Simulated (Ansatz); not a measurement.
Ansatz (an electronic-structure program) input:

Ansatz 0.2 input:
```yaml
crystal:
  periodic: [false, false, false]
  atoms:
    - {symbol: C, position_ang: [-1.61393352, -0.66138059, -0.34586461]}
    - {symbol: Ge, position_ang: [-0.00008381, 0.34663431, 0.15401935]}
    - {symbol: C, position_ang: [1.61426250, -0.69931598, -0.25873106]}
    - {symbol: H, position_ang: [-2.51225336, -0.08755458, -0.11983065]}
    - {symbol: H, position_ang: [-1.60267277, -0.88329959, -1.41320495]}
    - {symbol: H, position_ang: [-1.65476815, -1.60188845, 0.20401514]}
    - {symbol: H, position_ang: [-0.03705876, 0.66923755, 1.66434992]}
    - {symbol: H, position_ang: [0.03648987, 1.68374649, -0.61885308]}
    - {symbol: H, position_ang: [1.60328288, -1.64017468, 0.29195452]}
    - {symbol: H, position_ang: [2.51230997, -0.14659957, 0.01578939]}
    - {symbol: H, position_ang: [1.65537825, -0.92158582, -1.32526557]}
basis:
  gaussian:
    orbitals: def2-TZVPD
hamiltonian:
  xc: {name: SVWN5}
total_charge: 1
magnetization: {spin_polarized: true, initial_magnetization: 1}
```

What final total energy does it print?

-2153.73175 Eh (SVWN5/def2-TZVPD). The basis has 200 functions.

This state (charge 1, doublet) is run at the relaxed geometry of the species with charge 0 and multiplicity 1.
